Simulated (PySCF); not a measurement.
SeCl₃, SMILES Cl[Se+](Cl)Cl, charge +1. Atoms are numbered in the order given.

```xyz
4

Se     0.0000     0.0000     0.5723
Cl     1.6255    -0.9385    -0.3815
Cl    -1.6255    -0.9385    -0.3815
Cl     0.0000     1.8770    -0.3815
```
Charge +1, spin multiplicity 1.

Geometry: ωB97X-D3(BJ)/def2-SVP. The spin state was assumed, not searched. The isomer is the one that the SMILES or the coordinates give; other isomers of the formula were not compared.

Calculation: PySCF with TDDFT-PBE/def2-SVPD.

Vertical excitations; the highest root listed may be one member of a degenerate set. The molecule is in vacuum. State labels are in the subgroup Cs.

Computed lowest excited states:
```tsv
state	symmetry	energy (eV)	λ (nm)	f	main pairs
S1	A"	4.24	293	0.000	HOMO→LUMO 96 %
S2	A'	4.42	281	0.002	HOMO−1→LUMO 96 %
S3	A"	4.49	276	0.000	HOMO→LUMO+1, HOMO−2→LUMO (degenerate set)
S4	A'	4.49	276	0.000	HOMO→LUMO+2, HOMO−3→LUMO (degenerate set)
S5	A'	4.68	265	0.001	HOMO−1→LUMO+1, HOMO→LUMO+2, HOMO−3→LUMO, HOMO−2→LUMO+2 (degenerate set)
S6	A"	4.68	265	0.001	HOMO−1→LUMO+2, HOMO→LUMO+1, HOMO−2→LUMO, HOMO−2→LUMO+1 (degenerate set)
S7	A"	4.74	262	0.000	HOMO−3→LUMO+2 48 %, HOMO−2→LUMO+1 48 %
S8	A"	4.87	255	0.001	HOMO−1→LUMO+2, HOMO−2→LUMO+1, HOMO−3→LUMO+2, HOMO−2→LUMO (degenerate set)
S9	A'	4.87	255	0.001	HOMO−1→LUMO+1, HOMO−2→LUMO+2, HOMO−3→LUMO+1, HOMO−3→LUMO (degenerate set)
S10	A'	4.94	251	0.007	HOMO−3→LUMO+1 48 %, HOMO−2→LUMO+2 48 %
T1	A"	3.90	318	0	HOMO→LUMO 96 %
T2	A'	3.98	312	0	HOMO−1→LUMO 99 %
T3	A"	4.07	305	0	HOMO−2→LUMO, HOMO→LUMO+1, HOMO−1→LUMO+2 (degenerate set)
T4	A'	4.07	305	0	HOMO−3→LUMO, HOMO→LUMO+2, HOMO−1→LUMO+1 (degenerate set)
```
Triplets are in the Tamm–Dancoff approximation, which puts them higher than full response would, so one can lie above its singlet here.
